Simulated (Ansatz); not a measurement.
GaH5OSSi2, SMILES `[SiH3][Ga]1[O][SiH2][S]1`. Total charge 0; spin multiplicity 1.

| atom | x (Å) | y (Å) | z (Å) |
| --- | --- | --- | --- |
| Si1 | 0.5533 | -1.6610 | 1.7987 |
| Ga2 | 0.1566 | 0.0596 | 0.1937 |
| O3 | -0.8964 | -0.0070 | -1.3090 |
| Si4 | -0.6198 | 1.5326 | -1.8199 |
| S5 | 0.7166 | 2.1628 | -0.2372 |
| H6 | 1.4914 | -1.1620 | 2.8344 |
| H7 | 1.1402 | -2.8375 | 1.1085 |
| H8 | -0.7378 | -2.0406 | 2.4264 |
| H9 | 0.0467 | 1.5912 | -3.1453 |
| H10 | -1.8508 | 2.3620 | -1.8504 |

List the harmonic frequencies (cm⁻¹, unscaled) at PBE0-D4/def2-TZVP in Ansatz. (Estimate.)

The calculation gave: 19, 74, 77, 181, 262, 370, 384, 474, 488, 512, 596, 619, 679, 847, 867, 880, 932, 935, 989, 2226, 2227, 2229, 2244, 2249.

Is this a minimum?

Yes, all 24 modes are real.

Give the ideal-gas thermochemistry at 298.15 K and 1 bar (rigid rotor, harmonic oscillator; point group Cs, symmetry number 1).

Zero-point energy 127.8 kJ/mol; H(298) − E = 152.5 kJ/mol; entropy 398.3 J/(mol·K), of which translation 173.6, rotation 120.4, vibration 104.3; G(298) − E = 33.7 kJ/mol. Modes under 100 cm⁻¹ are hindered rotations or soft bends, so the harmonic entropy is rough.

And at 400, 500, 600, 800 and 1000 K?


```
T (K)  H − E (kJ/mol)  S (J/mol/K)  G − E (kJ/mol)
  400           166.4        438.5            -8.9
  500           181.9        472.9           -54.6
  600           198.6        503.4          -103.4
  800           234.9        555.4          -209.4
 1000           273.9        598.9          -325.0
```
